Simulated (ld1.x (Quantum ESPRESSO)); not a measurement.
Ar: TM semilocal pseudisation with LDA (PZ), non-relativistic reference atom.

Input for ld1.x (Quantum ESPRESSO) 7.5:

```
&input
   title='Ar', zed=18., rel=0, dft='PZ', iswitch=3,
   config='[Ne] 3s2 3p4',
   nld=2, rlderiv=1.10, eminld=-6.0, emaxld=5.0, deld=0.02
 /
 &inputp
   pseudotype=1, tm=.true., lloc=1,
   nlcc=.false.,
   file_pseudopw='Ar.pp', file_wfcaegen='ae.wfc', file_wfcncgen='nc.wfc'
 /
2
3S  1  0   2.00   0.00  0.90  0.90  0.0
3P  2  1   4.00   0.00  1.00  1.00  0.0
 &test
   configts(1)='3s2 3p4'
 /
```

Command:

```bash
ld1.x < Ar.in > Ar.out
```

The program printed (shortened: banner, matrices, multipoles, cross overlaps and the repeated all-electron block are left out):

```
Program LD1 v.7.5
     --------------------------- All-electron run ----------------------------

     Ar

     atomic number is 18.00
     dft =PZ   lsd =0 sic =0 latt =0  beta=0.20 tr2=1.0E-14
     Exchange-correlation= PZ
                           (   1   1   0   0   0   0   0)
     mesh =1161 r(mesh) = 100.44680 a.u. xmin = -7.00 dx = 0.01250
     1 Ry =  13.60569312 eV

     n l     nl                  e(Ry)          e(Ha)          e(eV)
     1 0     1S 1( 2.00)      -229.8674      -114.9337     -3127.5052
     2 0     2S 1( 2.00)       -23.7886       -11.8943      -323.6606
     2 1     2P 1( 6.00)       -19.0957        -9.5478      -259.8101
     3 0     3S 1( 2.00)        -3.6888        -1.8444       -50.1893
     3 1     3P 1( 4.00)        -2.6090        -1.3045       -35.4967

     final scf error:  9.2E-15 reached in  26 iterations

     Etot =   -1048.574010 Ry,    -524.287005 Ha,  -14266.576202 eV

     Ekin =    1046.758801 Ry,     523.379400 Ha,   14241.879020 eV
     Encl =   -2465.802386 Ry,   -1232.901193 Ha,  -33548.950561 eV
     Eh   =     427.169336 Ry,     213.584668 Ha,    5811.934892 eV
     Exc  =     -56.699761 Ry,     -28.349881 Ha,    -771.439554 eV

     normalization and overlap integrals

     s(1S/1S) =  1.000000  <r> =   0.0864  <r2> =    0.0100  r(max) =   0.0570
     s(2S/2S) =  1.000000  <r> =   0.4175  <r2> =    0.2068  r(max) =   0.3403
     s(2P/2P) =  1.000000  <r> =   0.3776  <r2> =    0.1771  r(max) =   0.2821
     s(3S/3S) =  1.000000  <r> =   1.3357  <r2> =    2.0544  r(max) =   1.1585
     s(3P/3P) =  1.000000  <r> =   1.4676  <r2> =    2.5227  r(max) =   1.2332

     ------------------------ End of All-electron run ------------------------

     --------------------- Generating NC pseudopotential ---------------------

      Generating local pot.: lloc=1, matching radius rcloc =   1.0000

      Wfc   3S  rcut= 0.891  Using Troullier-Martins method

     ------------------- End of pseudopotential generation -------------------

     Computing logarithmic derivative in   1.09516
     Computing logarithmic derivative in   1.09516
     Computing the partial wave expansion
     R is outside the sphere for l=    0 j= 0.00
       no projector for channel:   1

     ---------------------- Testing the pseudopotential ----------------------

     Ar

     atomic number is 18.00   valence charge is  8.00
     dft =PZ   lsd =0 sic =0 latt =0  beta=0.20 tr2=1.0E-14
     mesh =1161 r(mesh) = 100.44680 xmin = -7.00 dx = 0.01250

     n l     nl             e AE (Ry)        e PS (Ry)    De AE-PS (Ry)
     1 0     3S   1( 2.00)       -3.68885       -3.68885       -0.00000
     2 1     3P   1( 4.00)       -2.60896       -2.60896       -0.00000

     eps = 4.9E-16  iter =  9

     Etot =   -1048.574010 Ry,    -524.287005 Ha,  -14266.576202 eV
     Etotps =   -38.838189 Ry,     -19.419095 Ha,    -528.420487 eV

     Ekin =      13.560022 Ry,       6.780011 Ha,     184.493493 eV
     Encl =     -71.172339 Ry,     -35.586169 Ha,    -968.348997 eV
     Ehrt =      22.687266 Ry,      11.343633 Ha,     308.675983 eV
     Ecxc =      -5.395345 Ry,      -2.697673 Ha,     -73.407412 eV
     Epseu=       1.482207 Ry,       0.741103 Ha,      20.166447 eV

     ---------------------- End of pseudopotential test ----------------------
```

Generation and configuration tests took about 1.5 s on one core of a shared server CPU.

Transferability test of the new file with ld1.x, input:

```
&input
   title='Ar', zed=18., rel=0, dft='PZ', iswitch=2,
   config='[Ne] 3s2 3p4'
 /
 &test
   file_pseudo='Ar.pp', nconf=9,
   configts(1)='3s2 3p4',
   configts(2)='3s2 3p6',
   configts(3)='3s2 3p5',
   configts(4)='3s2 3p3',
   configts(5)='3s2 3p5.5',
   configts(6)='3s2 3p2',
   configts(7)='3s1 3p6',
   configts(8)='3s2 3p4', lsdts(8)=1,
   configts(9)='3s2 3p5', lsdts(9)=1
 /
```

```bash
ld1.x < Ar.test.in > Ar.test.out
```

Pseudopotential blocks of its output, shortened (energy terms left out):

```
     ---------------------- Testing the pseudopotential ----------------------

     n l     nl             e AE (Ry)        e PS (Ry)    De AE-PS (Ry)
     1 0     3S   1( 2.00)       -3.68885       -3.68885       -0.00000
     2 1     3P   1( 4.00)       -2.60896       -2.60896       -0.00000

     eps = 3.0E-15  iter = 14

     Etot =   -1048.574010 Ry,    -524.287005 Ha,  -14266.576202 eV
     Etotps =   -38.838189 Ry,     -19.419095 Ha,    -528.420482 eV

     ---------------------- End of pseudopotential test ----------------------

          ---------------------- Testing the pseudopotential ----------------------

     n l     nl             e AE (Ry)        e PS (Ry)    De AE-PS (Ry)
     1 0     3S   1( 2.00)       -1.76650       -1.76862        0.00212
     2 1     3P   1( 6.00)       -0.76459       -0.76649        0.00190

     eps = 1.2E-15  iter = 14

     Etot =   -1051.875592 Ry,    -525.937796 Ha,  -14311.496513 eV
     Etotps =   -42.143026 Ry,     -21.071513 Ha,    -573.385075 eV
     dEtot_ae =      -3.301582 Ry
     dEtot_ps =      -3.304837 Ry,   Delta E=       0.003255 Ry

     ---------------------- End of pseudopotential test ----------------------

          ---------------------- Testing the pseudopotential ----------------------

     n l     nl             e AE (Ry)        e PS (Ry)    De AE-PS (Ry)
     1 0     3S   1( 2.00)       -2.67433       -2.67634        0.00201
     2 1     3P   1( 5.00)       -1.63294       -1.63491        0.00197

     eps = 3.5E-15  iter = 14

     Etot =   -1050.686833 Ry,    -525.343416 Ha,  -14295.322612 eV
     Etotps =   -40.952205 Ry,     -20.476103 Ha,    -557.183140 eV
     dEtot_ae =      -2.112822 Ry
     dEtot_ps =      -2.114016 Ry,   Delta E=       0.001194 Ry

     ---------------------- End of pseudopotential test ----------------------

          ---------------------- Testing the pseudopotential ----------------------

     n l     nl             e AE (Ry)        e PS (Ry)    De AE-PS (Ry)
     1 0     3S   1( 2.00)       -4.79121       -4.78639       -0.00482
     2 1     3P   1( 3.00)       -3.67534       -3.67012       -0.00522  !

     eps = 9.1E-15  iter = 10

     Etot =   -1045.438884 Ry,    -522.719442 Ha,  -14223.920635 eV
     Etotps =   -35.705350 Ry,     -17.852675 Ha,    -485.796032 eV
     dEtot_ae =       3.135126 Ry
     dEtot_ps =       3.132839 Ry,   Delta E=       0.002287 Ry

     ---------------------- End of pseudopotential test ----------------------

          ---------------------- Testing the pseudopotential ----------------------

     n l     nl             e AE (Ry)        e PS (Ry)    De AE-PS (Ry)
     1 0     3S   1( 2.00)       -2.20541       -2.20766        0.00225
     2 1     3P   1( 5.50)       -1.18379       -1.18591        0.00212

     eps = 7.6E-15  iter = 12

     Etot =   -1051.389835 Ry,    -525.694917 Ha,  -14304.887443 eV
     Etotps =   -41.656252 Ry,     -20.828126 Ha,    -566.762185 eV
     dEtot_ae =      -2.815824 Ry
     dEtot_ps =      -2.818063 Ry,   Delta E=       0.002239 Ry

     ---------------------- End of pseudopotential test ----------------------

          ---------------------- Testing the pseudopotential ----------------------

     n l     nl             e AE (Ry)        e PS (Ry)    De AE-PS (Ry)
     1 0     3S   1( 2.00)       -5.96914       -5.95554       -0.01360  !
     2 1     3P   1( 2.00)       -4.82062       -4.80533       -0.01529  !

     eps = 2.9E-16  iter =  9

     Etot =   -1041.197090 Ry,    -520.598545 Ha,  -14166.208082 eV
     Etotps =   -31.473332 Ry,     -15.736666 Ha,    -428.216500 eV
     dEtot_ae =       7.376921 Ry
     dEtot_ps =       7.364857 Ry,   Delta E=       0.012064 Ry

     ---------------------- End of pseudopotential test ----------------------

          ---------------------- Testing the pseudopotential ----------------------

     n l     nl             e AE (Ry)        e PS (Ry)    De AE-PS (Ry)
     1 0     3S   1( 1.00)       -2.71828       -2.71892        0.00064
     2 1     3P   1( 6.00)       -1.67142       -1.67320        0.00178

     eps = 7.4E-15  iter = 25

     Etot =   -1049.642680 Ry,    -524.821340 Ha,  -14281.116193 eV
     Etotps =   -39.908571 Ry,     -19.954285 Ha,    -542.983765 eV
     dEtot_ae =      -1.068670 Ry
     dEtot_ps =      -1.070382 Ry,   Delta E=       0.001712 Ry

     ---------------------- End of pseudopotential test ----------------------

          ---------------------- Testing the pseudopotential ----------------------

     n l     nl             e AE (Ry)        e PS (Ry)    De AE-PS (Ry)
     1 0     3S   1( 1.00)       -3.75904       -3.76665        0.00761  !
     2 1     3P   1( 3.00)       -2.67492       -2.68151        0.00658  !
     1 0     3S   2( 1.00)       -3.59407       -3.58100       -0.01307  !
     2 1     3P   2( 1.00)       -2.52023       -2.50903       -0.01120  !

     eps = 5.9E-15  iter = 18

     Etot =   -1048.650698 Ry,    -524.325349 Ha,  -14267.619584 eV
     Etotps =   -38.923648 Ry,     -19.461824 Ha,    -529.583211 eV
     dEtot_ae =      -0.076687 Ry
     dEtot_ps =      -0.085459 Ry,   Delta E=       0.008772 Ry

     ---------------------- End of pseudopotential test ----------------------

          ---------------------- Testing the pseudopotential ----------------------

     n l     nl             e AE (Ry)        e PS (Ry)    De AE-PS (Ry)
     1 0     3S   1( 1.00)       -2.70772       -2.71344        0.00572  !
     2 1     3P   1( 3.00)       -1.66368       -1.66867        0.00499
     1 0     3S   2( 1.00)       -2.63576       -2.63306       -0.00269
     2 1     3P   2( 2.00)       -1.59754       -1.59571       -0.00183

     eps = 4.9E-15  iter = 18

     Etot =   -1050.703345 Ry,    -525.351673 Ha,  -14295.547280 eV
     Etotps =   -40.970419 Ry,     -20.485210 Ha,    -557.430952 eV
     dEtot_ae =      -2.129335 Ry
     dEtot_ps =      -2.132230 Ry,   Delta E=       0.002895 Ry

     ---------------------- End of pseudopotential test ----------------------
```
